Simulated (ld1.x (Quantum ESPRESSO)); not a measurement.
# Ranking TM semilocal potentials for neon

All share these settings but for the change named:

```
Element                 : Ne
Generator               : ld1.x (Quantum ESPRESSO) 7.5
Type                    : norm-conserving Troullier–Martins (semilocal form)
Functional              : PBE
Relativity              : scalar-relativistic
Frozen core             : [He]
Valence charge          : 8
Reference configuration : 2s2 2p6
Partial waves           : 2p (bound): rc 1.65 bohr; 2s (bound): rc 0.65 bohr
Local potential         : the s channel
Core correction         : Bessel-smoothed model core inside 0.60 bohr
```

Test errors are all-electron minus pseudo excitation energies from the reference, over 2s2 2p5; 2s2 2p4; 2s2 2p3; 2s2 2p5.5; 2s1 2p6; 2s2 2p2. None of these files shows a bound ghost.

The base gives 4897.8 meV.

Of 11 variants that were run, those that failed, showed a ghost or another fault, or gave nearly equal values are left out.

In the semilocal form every listed channel keeps its own potential, so the choice of the local channel does not act on these tests. It acts once the file is put into the separable form.

A variant can come out equal or close to the base, since the largest error may sit in a test that the change hardly touches while other tests move.

Problem. Rank these variants by their largest absolute test error, smallest first.
A. all radii but the core radius scaled by about 0.96 (s 0.62, p 1.58 bohr)
B. wave 2p (bound): rc 1.65 bohr becomes 2p (bound): rc 2.42 bohr
C. local potential the p channel

Solution. A (4013.0 meV), C (4898.0 meV), B (16832.6 meV).
